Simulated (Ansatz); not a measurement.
Input and output for CH₆AlFOSi (`[CH3][AlH][SiH](O)F`).

```yaml
crystal:
  periodic: [false, false, false]
  atoms:
    - {symbol: C, position_ang: [-1.432329, 0.658058, -1.232711]}
    - {symbol: Al, position_ang: [0.273368, -0.290531, -1.106514]}
    - {symbol: Si, position_ang: [1.353840, -0.504879, 1.118154]}
    - {symbol: O, position_ang: [0.269923, -0.634716, 2.352328]}
    - {symbol: F, position_ang: [2.240308, 0.828307, 1.328544]}
    - {symbol: H, position_ang: [-1.700844, 0.912290, -2.260688]}
    - {symbol: H, position_ang: [-1.435432, 1.578775, -0.641038]}
    - {symbol: H, position_ang: [-2.236747, 0.028635, -0.832458]}
    - {symbol: H, position_ang: [0.943175, -0.939097, -2.396818]}
    - {symbol: H, position_ang: [2.275557, -1.648538, 1.344647]}
    - {symbol: H, position_ang: [-0.485419, -0.045302, 2.347153]}
basis:
  gaussian: {orbitals: "6-31++G**", nuclear_model: gaussian}
hamiltonian: {xc: {name: r2SCAN50}}
accuracy: high
```

```sh
$ ansatz run in.yaml --threads 4 --pin off --events-out ev --progress --plain --max-ram 10444MiB
```

Output, abridged:

```
Functional definition: r2SCAN50
2914 factors; integrals over basis functions are off by at most 7.6e-9 eV
mean field evaluation 1: about -20360.7670 eV, gradient 6.6e1 eV
mean field evaluation 2: about -20360.1650 eV, gradient 6.8e1 eV
mean field evaluation 4: about -20369.1204 eV, gradient 2.5e0 eV
mean field evaluation 8: about -20369.4175 eV, gradient 1.7e-1 eV
mean field evaluation 16: about -20369.4176 eV, gradient 2.3e-5 eV
mean field -20369.41759983 eV, -748.5622899064 hartree, gradient 7.8e-8 eV, S^2 0.000000; 0 other end points of the search recorded, 0 dependent functions left out
reference -20369.41760131 eV, -748.5622899610 hartree; 28, 28 occupied and 111, 111 virtual orbitals, 2914 factors
Total energy: -20369.41760131 eV, -748.5622899610 hartree
```

It took 8.5 s on 4 threads of an Arm Neoverse V2 on a shared host, with 0.76 GiB of host memory at the peak.
